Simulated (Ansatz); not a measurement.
`C#[C][Ge]([F])([F])[Cl]` + HCl → `[F][Ge]([F])([Cl])[Cl]` + acetylene  (ligand exchange at a Ge–C bond)

Program: Ansatz. Geometries: PBE0-D4/def2-TZVP. ΔE: electronic, gas phase. CCSD(T)/CBS is the MP2 limit (def2-TZVPP, def2-QZVPP) plus CCSD(T) − MP2 in def2-TZVPP, frozen cores. This one scheme is used for every species. Functionals use def2-TZVPP. B3LYP here is the variant with VWN-RPA as its local correlation; programs differ in this. For Ge outer-core shells are correlated without core-valence functions, which leaves a few kJ/mol of doubt a bond. Scalar relativity is left out up to krypton.

(1) Is it downhill or uphill in electronic energy at CCSD(T)/CBS, and by how much? (An estimate is asked.)

(2) What do these levels give: LDA (SPW92), r2SCANh-D4, ωB97M-V, B2PLYP, PBE-QIDH, B3LYP, r2SCAN0, BHLYP, CCSD(T)/def2-SVP, CCSD/def2-TZVPP, CCSD(T)/def2-TZVPP, CCSD/CBS(def2)? (Estimate.)

Largest T1 diagnostic among the species: 0.013.

Results:

(1) Computed: Downhill: ΔE = -10.9 kcal/mol.

(2) The calculation gave: LDA (SPW92) -11.6, r2SCANh-D4 -12.6, ωB97M-V -12.4, B2PLYP -11.6, PBE-QIDH -11.3, B3LYP -12.4, r2SCAN0 -12.6, BHLYP -12.5, CCSD(T)/def2-SVP -10.7, CCSD/def2-TZVPP -10.0, CCSD(T)/def2-TZVPP -9.8, CCSD/CBS(def2) -11.1 kcal/mol.

In def2-TZVPP, CCSD(T) changes the Hartree–Fock value by +3.0 kcal/mol (the triples alone add +0.2 kcal/mol) and MP2 by +2.9 kcal/mol. Leaving LDA and LC-ωPBE aside and taking each functional with its dispersion term where it has one, the values, not all of them listed here, spread over 1.3 kcal/mol, from B97M-V to PBE-QIDH.
